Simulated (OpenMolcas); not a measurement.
# A ladder of methods for CHClFGeN (SMILES N#[C][GeH]([F])[Cl])

CHClFGeN has 6 atoms, charge 0, and is taken as a singlet. As SMILES, `N#[C][GeH]([F])[Cl]`. Geometry: relaxed at PBE0-D4/def2-TZVP.

Each level gives the dipole moment (D). The values are calculated.

```csv
level,kind,program,value (D)
SVWN5/cc-pVDZ,LDA,OpenMolcas,2.74
BLYP/cc-pVDZ,GGA,OpenMolcas,2.65
M06-L/cc-pVDZ,meta-GGA,OpenMolcas,2.84
TPSS/cc-pVDZ,meta-GGA,OpenMolcas,2.67
B3LYP/cc-pVDZ,global hybrid,OpenMolcas,2.78
BHLYP/cc-pVDZ,global hybrid,OpenMolcas,2.94
M06-2X/cc-pVDZ,hybrid meta-GGA,OpenMolcas,2.82
PBE0/cc-pVDZ,global hybrid,OpenMolcas,2.81
```

All-electron rows without a relativistic Hamiltonian named are non-relativistic. The values span 2.65 to 2.94 D. Magnitudes only.
